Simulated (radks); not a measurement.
Results of a calculation; reference values are marked as such.
Problem. Si+, configuration [Ne] 3s1 3p1 4p1 (not the ground configuration). Level of theory: Dirac Kohn-Sham, PBE, spin-unpolarised, spherical densities, point nucleus; open shells are shared between the two j in proportion to 2j + 1 (a radial shooting solver on a logarithmic mesh with Libxc functionals). Some entries of the table are withheld. Estimate them.

| orbital | occ. | eigenvalue (hartree) | <1/r> (bohr^-1) |
|---|---|---|---|
| 1s1/2 | 2 | -66.28519 | (1) |
| 2s1/2 | 2 | -5.76472 | 2.585 |
| 2p1/2 | 2 | (2) | (3) |
| 2p3/2 | 4 | (4) | (5) |
| 3s1/2 | 1 | (6) | 0.6976 |
| 3p1/2 | 0.333333 | (7) | (8) |
| 3p3/2 | 0.666667 | (9) | (10) |
| 4p1/2 | 0.333333 | -0.18484 | 0.2204 |
| 4p3/2 | 0.666667 | -0.18452 | 0.2200 |

Solution. 
(1) 1s1/2 <1/r> (bohr^-1): 13.64
(2) 2p1/2 eigenvalue (hartree): -4.16672
(3) 2p1/2 <1/r> (bohr^-1): 2.474
(4) 2p3/2 eigenvalue (hartree): -4.14284
(5) 2p3/2 <1/r> (bohr^-1): 2.461
(6) 3s1/2 eigenvalue (hartree): -0.88902
(7) 3p1/2 eigenvalue (hartree): -0.59612
(8) 3p1/2 <1/r> (bohr^-1): 0.5972
(9) 3p3/2 eigenvalue (hartree): -0.59422
(10) 3p3/2 <1/r> (bohr^-1): 0.5955
